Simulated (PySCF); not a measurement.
# Electron correlation in Lu⁴⁺ (lutetium, charge +4)

Starting occupation: [Xe] 4f13, 4f5/2 with m_j = -3/2, -1/2, +1/2, +3/2, +5/2, 4f7/2 with m_j = -7/2, -5/2, -3/2, -1/2, +1/2, +3/2, +5/2, +7/2. Computed with PySCF 2.14 in x2c-TZVPPall-2c (11s11p10d2f2g, 126 functions), with X2C-1e with screened-nucleus spin-orbit coupling, Gaussian nucleus. Frozen: [Ar] 3d10; 39 electrons correlated; the 18 highest virtual spinors left out.

MP2 pair energies summed by pair of shells (mhartree):

| pair | energy | share (%) |
| --- | --- | --- |
| 4f5/2-4f7/2 | -118.22 | 11.6 |
| 4f7/2-4f7/2 | -90.26 | 8.9 |
| 4f7/2-5p3/2 | -79.85 | 7.8 |
| 4f5/2-5p3/2 | -52.99 | 5.2 |
| 5p3/2-5p3/2 | -52.61 | 5.2 |
| 5p1/2-5p3/2 | -49.42 | 4.9 |
| 4d3/2-4d5/2 | -47.08 | 4.6 |
| 4f7/2-5p1/2 | -45.26 | 4.4 |
| 4d5/2-4d5/2 | -32.26 | 3.2 |
| 4f5/2-4f5/2 | -31.74 | 3.1 |
| 4d3/2-4f7/2 | -27.11 | 2.7 |
| 4f5/2-5p1/2 | -25.12 | 2.5 |
| 4d5/2-4p3/2 | -24.00 | 2.4 |
| 4d5/2-4f7/2 | -22.40 | 2.2 |
| 4d3/2-4f5/2 | -20.92 | 2.1 |
| 4f7/2-5s1/2 | -18.07 | 1.8 |
| 4d3/2-4p3/2 | -17.62 | 1.7 |
| 4d5/2-4f5/2 | -14.71 | 1.4 |
| 4d3/2-4d3/2 | -14.02 | 1.4 |
| 4f7/2-4p3/2 | -13.96 | 1.4 |
| 4d5/2-4p1/2 | -13.18 | 1.3 |
| 5p3/2-5s1/2 | -12.73 | 1.2 |
| 4d5/2-5p3/2 | -12.51 | 1.2 |
| 4d3/2-5p3/2 | -12.28 | 1.2 |
| 4d5/2-5s1/2 | -12.16 | 1.2 |
| 5p1/2-5p1/2 | -12.14 | 1.2 |
| 4f5/2-5s1/2 | -11.42 | 1.1 |
| 4d5/2-4s1/2 | -11.39 | 1.1 |
| 4f5/2-4p3/2 | -8.90 | 0.9 |
| 4d3/2-5s1/2 | -8.82 | 0.9 |

Total MP2 correlation energy: -1018.5 mhartree.

This basis was not built for core-valence correlation, so the inner-shell part is incomplete.
